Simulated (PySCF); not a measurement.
Species: sum formula Si2N2H9 (charge +1, singlet). It need not be the lowest isomer of its formula. SMILES: N[SiH2][SiH2][NH3+]
Geometry from a B3LYP-D3(BJ)/def2-TZVP (Ansatz) optimisation:
```xyz
13

N      1.3797    -0.9765    -0.6946
Si     1.2124     0.2032     0.5960
Si    -1.1431     0.4972     0.5355
N     -1.3971    -0.2417    -1.2064
H      2.0918    -0.7799    -1.3884
H      1.4704    -1.9482    -0.4196
H      1.6472    -0.2723     1.9215
H      1.8646     1.4583     0.1811
H     -1.9707    -0.4001     1.3621
H     -1.7376     1.8398     0.4189
H     -0.4963    -0.7274    -1.4176
H     -2.1632    -0.9119    -1.2656
H     -1.5550     0.4644    -1.9255
```
Charge +1, spin multiplicity 1.

Dispersion corrections to the total energy (kcal/mol) from the dftd3 and dftd4 libraries through PySCF: D3(BJ) without and D4 with the three-body term, each with the damping fitted for the functional named.

| functional | D3(BJ) | D4 |
|---|---|---|
| TPSSh | -8.16 | -7.00 |
| CAM-B3LYP | -5.75 | ___ |
| TPSS | -8.79 | ___ |
| BP86 | ___ | -7.79 |
| PW6B95 | -3.85 | -4.77 |
| PBE0 | -6.11 | -4.85 |
| HF | -51.16 | -19.35 |

### Question
Complete the blanks.

### Answer

- CAM-B3LYP, D4: -4.95
- TPSS, D4: -7.71
- BP86, D3(BJ): -11.50
